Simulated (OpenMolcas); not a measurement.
Computed levels of 2s2 2p3 in ions with 7 electrons, in cm-1 above 4S* 3/2.

```yaml
Program: OpenMolcas
Method: SS-CASPT2, IPEA 0.25 Eh, imaginary shift 0.1 Eh
Basis: ANO-R3
Scalar_Hamiltonian: X2C, finite nucleus
Spin-orbit_coupling: RASSI with atomic mean-field integrals over the reference wave functions, term energies averaged over their components
```

Active space for each ion: 5 electrons in 4 orbitals (2s 2p); closed shells correlated by CASPT2: 1s.

```tsv
Level	N	O+	Ne3+
2D* 3/2	19710	27490	42330
2D* 5/2	19710	27500	42360
2P* 3/2	29090	40910	63360
2P* 1/2	29090	40910	63360
```

Question: Estimate 2D* 3/2, 2D* 5/2 for F2+ from its neighbours O+ and Ne3+.

Answer: 2D* 3/2 is another term, which grows about linearly with the charge: (27490 + 42330) / 2 = 34910. The calculation gives 34970, so the estimate is off by -0.2 %.
2D* 5/2 is another term, which grows about linearly with the charge: (27500 + 42360) / 2 = 34930. The calculation gives 34980, so the estimate is off by -0.1 %.

Term energies are means over components that CASPT2 splits; among the terms shown or strongly mixed into the levels shown the widest spread is 190 cm-1 (2s2 2p3 2D*, N). Only configurations of the active space appear.

* marks odd parity.
